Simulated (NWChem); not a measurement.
System: C3H3F3; SMILES CC(F)=C(F)F

Here is an NWChem input.

```
start job
memory heap 200 mb stack 900 mb global 1100 mb
geometry units angstroms noautosym nocenter noautoz
  C     -1.164473    -1.518985     0.000000
  C      0.028287    -0.642254     0.000000
  F      1.211048    -1.267330     0.000000
  C      0.027067     0.690543     0.000000
  F     -1.072284     1.411931     0.000000
  F      1.103437     1.435923     0.000000
  H     -2.087246    -0.925894     0.000000
  H     -1.162345    -2.170227    -0.888874
  H     -1.162345    -2.170227     0.888874
end
basis spherical
  * library 6-311g**
end
dft
  xc b3lyp
  iterations 150
end
property
  shielding 8 1 2 3 4 5 6 7 8
  efieldgrad
end
task dft property
```

Output (shortened):

```
             Northwest Computational Chemistry Package (NWChem) 7.3.0
             --------------------------------------------------------

                             Geometry "geometry" -> ""
                             -------------------------

 Output coordinates in angstroms (scale by  1.889725989 to convert to a.u.)

  No.       Tag          Charge          X              Y              Z
 ---- ---------------- ---------- -------------- -------------- --------------
    1 C                    6.0000    -1.16447300    -1.51898500     0.00000000
    2 C                    6.0000     0.02828700    -0.64225400     0.00000000
    3 F                    9.0000     1.21104800    -1.26733000     0.00000000
    4 C                    6.0000     0.02706700     0.69054300     0.00000000
    5 F                    9.0000    -1.07228400     1.41193100     0.00000000
    6 F                    9.0000     1.10343700     1.43592300     0.00000000
    7 H                    1.0000    -2.08724600    -0.92589400     0.00000000
    8 H                    1.0000    -1.16234500    -2.17022700    -0.88887400
    9 H                    1.0000    -1.16234500    -2.17022700     0.88887400

 Effective nuclear repulsion energy (a.u.)     243.7234738840

                              NWChem Property Module
                              ----------------------

  itol2e modified to match energy
  convergence criterion.

                                 NWChem DFT Module
                                 -----------------

 Summary of "ao basis" -> "ao basis" (spherical)
 ------------------------------------------------------------------------------
       Tag                 Description            Shells   Functions and Types
 ---------------- ------------------------------  ------  ---------------------
 C                          6-311g**                 8       18   4s3p1d
 F                          6-311g**                 8       18   4s3p1d
 H                          6-311g**                 4        6   3s1p

  itol2e modified to match energy
  convergence criterion.

            General Information
            -------------------
          SCF calculation type: DFT
          Wavefunction type:  closed shell.
          No. of atoms     :     9
          No. of electrons :    48
           Alpha electrons :    24
            Beta electrons :    24
          Charge           :     0
          Spin multiplicity:     1
          Use of symmetry is: off; symmetry adaption is: off
          Maximum number of iterations: 150
          AO basis - number of functions:   126
                     number of shells:    60
          Convergence on energy requested:  1.00D-07
          Convergence on density requested:  1.00D-05
          Convergence on gradient requested:  5.00D-04

              XC Information
              --------------
                         B3LYP Method XC Potential
                     Hartree-Fock (Exact) Exchange  0.200
                        Slater Exchange Functional  0.800 local
                    Becke 1988 Exchange Functional  0.720 non-local
              Lee-Yang-Parr Correlation Functional  0.810
                  VWN I RPA Correlation Functional  0.190 local

             Grid Information
             ----------------
          Grid used for XC integration:  fine
          Radial quadrature: Mura-Knowles
          Angular quadrature: Lebedev.
          Tag              B.-S. Rad. Rad. Pts. Rad. Cut. Ang. Pts.
          ---              ---------- --------- --------- ---------
          C                   0.70       70          10.0       590
          F                   0.50       70          12.0       590
          H                   0.35       60          10.0       590
          Grid pruning is: on
          Number of quadrature shells:   600
          Spatial weights used:  Erf1

      Superposition of Atomic Density Guess
      -------------------------------------

 Sum of atomic energies:        -412.72090837

      Non-variational initial energy
      ------------------------------

 Total energy =    -415.237860
 1-e energy   =   -1055.388118
 2-e energy   =     396.426785
 HOMO         =      -0.204143
 LUMO         =       0.108172

   convergence    iter        energy       DeltaE   RMS-Dens  Diis-err
 ---------------- ----- ----------------- --------- --------- ---------
 d= 0,ls=0.0,diis     1   -415.5840886083 -6.59D+02  1.05D-02  1.73D+00
 d= 0,ls=0.0,diis     2   -415.5217261420  6.24D-02  6.64D-03  2.36D+00
 d= 0,ls=0.0,diis     3   -415.7149831809 -1.93D-01  1.71D-03  1.61D-01
 d= 0,ls=0.0,diis     4   -415.7258264606 -1.08D-02  6.40D-04  1.43D-02
 d= 0,ls=0.0,diis     5   -415.7268950414 -1.07D-03  2.15D-04  2.19D-03
  Resetting Diis
 d= 0,ls=0.0,diis     6   -415.7270881021 -1.93D-04  5.29D-05  7.78D-05
 d= 0,ls=0.0,diis     7   -415.7270958285 -7.73D-06  2.68D-05  8.35D-06
 d= 0,ls=0.0,diis     8   -415.7270943380  1.49D-06  1.70D-05  2.27D-05
 d= 0,ls=0.0,diis     9   -415.7270966523 -2.31D-06  2.04D-06  1.66D-07
 d= 0,ls=0.0,diis    10   -415.7270966664 -1.41D-08  5.50D-07  1.38D-08

         Total DFT energy =     -415.727096666416
      One electron energy =    -1057.704646180014
           Coulomb energy =      447.121045135078
    Exchange-Corr. energy =      -48.866969505496
 Nuclear repulsion energy =      243.723473884016

 Numeric. integr. density =       47.999999751513

                       DFT Final Molecular Orbital Analysis
                       ------------------------------------

 Vector   22  Occ=2.000000D+00  E=-4.176175D-01
              MO Center= -8.6D-01, -8.0D-01,  3.1D-08, r^2= 3.5D+00
   Bfn.  Coefficient  Atom+Function         Bfn.  Coefficient  Atom+Function
  ----- ------------  ---------------      ----- ------------  ---------------
     8      0.240170  1 C  py               110      0.182501  7 H  s
    12      0.170164  1 C  py                98     -0.167440  6 F  py
     4      0.164602  1 C  py               102     -0.154084  6 F  py
   109      0.132711  7 H  s                 94     -0.117119  6 F  py
   116     -0.116955  8 H  s                122     -0.116955  9 H  s

 Vector   23  Occ=2.000000D+00  E=-3.895958D-01
              MO Center=  3.0D-01, -1.0D+00,  1.2D-09, r^2= 2.3D+00
   Bfn.  Coefficient  Atom+Function         Bfn.  Coefficient  Atom+Function
  ----- ------------  ---------------      ----- ------------  ---------------
    44      0.287291  3 F  py                48      0.279640  3 F  py
    40      0.203634  3 F  py                43      0.197183  3 F  px
    47      0.189491  3 F  px                 7      0.184768  1 C  px
    64     -0.143038  4 C  s                 39      0.139903  3 F  px
    26     -0.136498  2 C  py                 3      0.125269  1 C  px

 Vector   24  Occ=2.000000D+00  E=-2.482385D-01
              MO Center=  5.3D-02, -5.3D-02, -9.1D-10, r^2= 2.3D+00
   Bfn.  Coefficient  Atom+Function         Bfn.  Coefficient  Atom+Function
  ----- ------------  ---------------      ----- ------------  ---------------
    63      0.284300  4 C  pz                27      0.277864  2 C  pz
    31      0.253822  2 C  pz                49     -0.200245  3 F  pz
    67      0.191965  4 C  pz                23      0.177442  2 C  pz
   103     -0.175706  6 F  pz                59      0.173416  4 C  pz
    85     -0.172664  5 F  pz                45     -0.164285  3 F  pz

 Vector   25  Occ=0.000000D+00  E= 2.303989D-02
              MO Center= -1.2D-01, -1.8D-01,  3.0D-09, r^2= 2.8D+00
   Bfn.  Coefficient  Atom+Function         Bfn.  Coefficient  Atom+Function
  ----- ------------  ---------------      ----- ------------  ---------------
    67     -0.523887  4 C  pz                31      0.506686  2 C  pz
   117      0.435717  8 H  s                123     -0.435717  9 H  s
    63     -0.376852  4 C  pz                27      0.317758  2 C  pz
    13      0.235230  1 C  pz                59     -0.231007  4 C  pz
    23      0.204035  2 C  pz               103      0.178040  6 F  pz

 Vector   26  Occ=0.000000D+00  E= 4.722069D-02
              MO Center= -1.5D+00, -1.8D+00,  1.8D-09, r^2= 4.8D+00
   Bfn.  Coefficient  Atom+Function         Bfn.  Coefficient  Atom+Function
  ----- ------------  ---------------      ----- ------------  ---------------
    10      1.674028  1 C  s                117     -0.947111  8 H  s
   123     -0.947111  9 H  s                111     -0.822348  7 H  s
    12     -0.339986  1 C  py                11     -0.305119  1 C  px
     6      0.194912  1 C  s                 66     -0.185273  4 C  py
    82      0.157147  5 F  s                 29     -0.155960  2 C  px

[...]

          -----------------------------------------
          Chemical Shielding Tensors (GIAO, in ppm)
          -----------------------------------------

                                NWChem CPHF Module
                                ------------------

  scftype          =     RHF
  nclosed          =       24
  nopen            =        0
  variables        =     2448
  # of vectors     =        3
  tolerance        = 0.10D-03
  level shift      = 0.00D+00
  max iterations   =       50
  max subspace     =       30

 SCF residual:    2.2865890209246652E-005

Iterative solution of linear equations
  No. of variables     2448
  No. of equations        3
  Maximum subspace       30
        Iterations       50
       Convergence  1.0D-04

   iter   nsub   residual    time
   ----  ------  --------  ---------
     1      3    3.44D-01     135.6
     2      6    2.23D-02     143.5
     3      9    1.08D-03     150.9
     4     12    6.79D-05     158.3

      Atom:    1  C
        Diamagnetic
    253.7013      7.1792     -0.0000
      7.1792    247.9201     -0.0000
     -0.0000     -0.0000    241.0600

        Paramagnetic
    -76.8623      3.5913      0.0000
      3.5913    -78.4751      0.0000
      0.0000      0.0000    -78.6075

        Total Shielding Tensor
    176.8390     10.7704     -0.0000
     10.7704    169.4450     -0.0000
     -0.0000     -0.0000    162.4525

           isotropic =     169.5788
          anisotropy =      22.4257

          Principal Components and Axis System
                 1           2           3
              184.5293    162.4525    161.7547

      1         0.8138      0.0000     -0.5811
      2         0.5811     -0.0000      0.8138
      3        -0.0000      1.0000      0.0000

      Atom:    2  C
        Diamagnetic
    265.0877      0.2863      0.0000
      0.2863    263.8067      0.0000
      0.0000      0.0000    232.2040

        Paramagnetic
   -246.9490    -19.2720     -0.0000
    -19.2720   -209.2735     -0.0000
     -0.0000     -0.0000   -149.9863

        Total Shielding Tensor
     18.1387    -18.9857     -0.0000
    -18.9857     54.5332      0.0000
     -0.0000      0.0000     82.2177

           isotropic =      51.6298
          anisotropy =      45.8818

          Principal Components and Axis System
                 1           2           3
               82.2177     62.6341     10.0377

      1        -0.0000     -0.3925      0.9198
      2         0.0000      0.9198      0.3925
      3         1.0000     -0.0000      0.0000

      Atom:    3  F
        Diamagnetic
    487.0806    -14.9385     -0.0000
    -14.9385    470.4018      0.0000
     -0.0000      0.0000    464.3457

        Paramagnetic
   -141.5913     53.3957      0.0000
     53.3957   -158.0202      0.0000
      0.0000      0.0000    -44.8081

        Total Shielding Tensor
    345.4893     38.4572     -0.0000
     38.4572    312.3816      0.0000
     -0.0000      0.0000    419.5377

           isotropic =     359.1362
          anisotropy =      90.6023

          Principal Components and Axis System
                 1           2           3
              419.5377    370.8041    287.0668

      1        -0.0000      0.8353     -0.5498
      2         0.0000      0.5498      0.8353
      3         1.0000     -0.0000     -0.0000

      Atom:    4  C
        Diamagnetic
    260.2803     -1.3813      0.0000
     -1.3813    265.7676      0.0000
      0.0000      0.0000    230.3317

        Paramagnetic
   -302.3990      6.6224     -0.0000
      6.6224   -216.7454     -0.0000
     -0.0000     -0.0000   -171.3381

        Total Shielding Tensor
    -42.1186      5.2412     -0.0000
      5.2412     49.0222     -0.0000
     -0.0000     -0.0000     58.9936

           isotropic =      21.9657
          anisotropy =      55.5418

          Principal Components and Axis System
                 1           2           3
               58.9936     49.3226    -42.4191

      1        -0.0000      0.0572      0.9984
      2        -0.0000      0.9984     -0.0572
      3         1.0000      0.0000      0.0000

      Atom:    5  F
        Diamagnetic
    485.7463    -13.2871      0.0000
    -13.2871    469.1785      0.0000
      0.0000      0.0000    460.6431

        Paramagnetic
   -152.0453     26.6050     -0.0000
     26.6050   -159.2868      0.0000
     -0.0000      0.0000   -194.0916

        Total Shielding Tensor
    333.7010     13.3179     -0.0000
     13.3179    309.8917      0.0000
     -0.0000      0.0000    266.5515

           isotropic =     303.3814
          anisotropy =      54.4170

          Principal Components and Axis System
                 1           2           3
              339.6594    303.9333    266.5515

      1         0.9128     -0.4084      0.0000
      2         0.4084      0.9128     -0.0000
      3        -0.0000      0.0000      1.0000

      Atom:    6  F
        Diamagnetic
    484.8170     14.9018     -0.0000
     14.9018    470.1052     -0.0000
     -0.0000     -0.0000    461.2223

        Paramagnetic
   -222.2471     -5.6047     -0.0000
     -5.6047   -179.4094      0.0000
     -0.0000      0.0000   -157.1619

        Total Shielding Tensor
    262.5698      9.2971     -0.0000
      9.2971    290.6958      0.0000
     -0.0000      0.0000    304.0604

           isotropic =     285.7753
          anisotropy =      27.4276

          Principal Components and Axis System
                 1           2           3
              304.0604    293.4911    259.7745

      1         0.0000      0.2879      0.9576
      2         0.0000      0.9576     -0.2879
      3         1.0000     -0.0000      0.0000

      Atom:    7  H
        Diamagnetic
     37.5524     -2.9281     -0.0000
     -2.9281     28.4165     -0.0000
     -0.0000     -0.0000     21.4512

        Paramagnetic
     -3.5196      1.4731      0.0000
      1.4731      1.7154     -0.0000
      0.0000     -0.0000      4.0981

        Total Shielding Tensor
     34.0327     -1.4550      0.0000
     -1.4550     30.1319     -0.0000
      0.0000     -0.0000     25.5494

           isotropic =      29.9047
          anisotropy =       6.9165

          Principal Components and Axis System
                 1           2           3
               34.5157     29.6490     25.5494

      1         0.9491      0.3150     -0.0000
      2        -0.3150      0.9491      0.0000
      3         0.0000     -0.0000      1.0000

      Atom:    8  H
        Diamagnetic
     25.3595      3.1840      1.7420
      3.1840     30.1254      7.7276
      1.7420      7.7276     30.8773

        Paramagnetic
      2.3478     -1.2056     -0.7818
     -1.2056      0.3669     -3.5144
     -0.7818     -3.5144      0.5023

        Total Shielding Tensor
     27.7073      1.9784      0.9602
      1.9784     30.4923      4.2132
      0.9602      4.2132     31.3795

           isotropic =      29.8597
          anisotropy =       8.7558

          Principal Components and Axis System
                 1           2           3
               35.6969     27.7801     26.1021

      1         0.2493      0.7755     -0.5801
      2         0.6648      0.2986      0.6848
      3         0.7042     -0.5563     -0.4411
```

Level: B3LYP/6-311G** (spherical d), GIAO. The geometry was optimised at PBE0/def2-SVP. B3LYP is NWChem's, with the RPA form of VWN correlation. NWChem prints the field gradient with the sign opposite to the second derivative of the potential. The printed shielding anisotropy is the first printed principal value minus the mean of the other two.
